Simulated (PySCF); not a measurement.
## A single-point calculation

[Er(SH)2]+ (singlet in the valence; each metal's 4f electrons, 11 of them, lie in its core potential, out of spins and levels). PySCF 2.14.0, RKS BP86, Er lcecp-1-SVP with ECP57, S def2-SVP, H def2-SVP; non-relativistic Hamiltonian with scalar-relativistic core potentials where named; density fitting; no spin-orbit coupling. Purpose: level BP86.

```python
mol = gto.M(atom='''
Er    -1.49136    -0.00000     0.00000
S     -0.11645     0.37722     2.00197
H      1.10466     0.26855     1.42282
S     -0.11645    -0.37722    -2.00197
H      1.10466    -0.26855    -1.42282''',
    basis={'Er': 'lcecp-1-SVP', 'S': 'def2-SVP', 'H': 'def2-SVP'},
    ecp={'Er': 'lcecp-1-SVP'},
    charge=1, spin=0)
mf = dft.RKS(mol, xc='B88,P86')
mf.grids.atom_grid = (75, 302)  # f atoms: unpruned, at least (60, 302)
mf = mf.density_fit()  # fitting sets: Er AutoAux, S def2-universal-JKFIT, H def2-universal-JKFIT
mf.conv_tol = 1e-08; mf.max_cycle = 55
mf.kernel(dm0)  # dm0: converged density of the relaxed state
mf.nuc_grad_method().kernel()
```

Run from Python with OMP_NUM_THREADS=2; the lines above give its settings. Where DIIS fails, smearing, a level shift and second-order steps follow.
It took 3.3 s on 2 threads of Arm Neoverse V1 (shared host), from an already converged density.

(1) Where do the frontier levels lie, over both spins?

(2) What are the Mulliken charges and spins?

(3) What forces act on the atoms (eV/Å)?

The geometry was relaxed with PBE0 (Er lcecp-1-SVP with ECP57, S def2-SVP, H def2-SVP).

An lcecp potential fixes the number of 4f electrons, so in runs with it no electron can move into or out of that shell.

## Answers

(1) HOMO -11.28 eV, LUMO -8.31 eV. The 4f levels lie in the core potential and are missing.

(2) 
```json
{"atom": "Er1", "charge (e)": "0.980", "spin (e)": "0.000"}
{"atom": "S2", "charge (e)": "-0.153", "spin (e)": "0.000"}
{"atom": "H3", "charge (e)": "0.163", "spin (e)": "0.000"}
{"atom": "S4", "charge (e)": "-0.153", "spin (e)": "0.000"}
{"atom": "H5", "charge (e)": "0.163", "spin (e)": "0.000"}
```
The spin of the 4f electrons in the core isn't counted.

(3) 
```
Er  -0.23  0.00  0.00
S   -0.16  0.05  0.26
H    0.28 -0.02 -0.12
S   -0.16 -0.05 -0.26
H    0.28  0.02  0.12
```
Forces carry noise of the integration grid, about 0.01 to 0.03 eV/Å.
